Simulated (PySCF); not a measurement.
```xyz
4
charge 0 multiplicity 2, angstrom
W     0.0000    0.0000   -0.1959
O     1.4095    0.0000   -1.1495
O    -1.4095    0.0000   -1.1495
Cl    0.0000    0.0000    2.0827
```

These are results of PySCF, UPBE0, basis W def2-TZVP with ECP60, O def2-TZVP, Cl def2-TZVP (scalar-relativistic core potentials, no spin–orbit coupling, density fitting), not measurements.

This geometry of WO₂Cl is a stationary point at this level.

(1) What is the point group?

(2) Is it a minimum?

(3) List the harmonic modes with their infrared intensities.

Answers

(1) C2v.

(2) No: it has 1 imaginary mode, at 69i cm⁻¹ (b1).

(3) 
| symmetry | ω (cm⁻¹) | IR (km/mol) | type |
| --- | --- | --- | --- |
| b1 | 69i | – | bend |
| b2 | 152 | 4.4 | bend |
| a1 | 309 | 3.0 | bend |
| a1 | 432 | 47.7 | mixed |
| b2 | 1002 | 196 | stretch |
| a1 | 1055 | 86.4 | stretch |

Only a few start shapes were tried, so a lower isomer may exist. Open d and f shells are described by one determinant, and the ground state may have another occupation or spin. At this level a doublet minimum of Cs symmetry lies 2 kJ/mol below this structure. Spin–orbit coupling, left out here, can matter for elements this heavy.
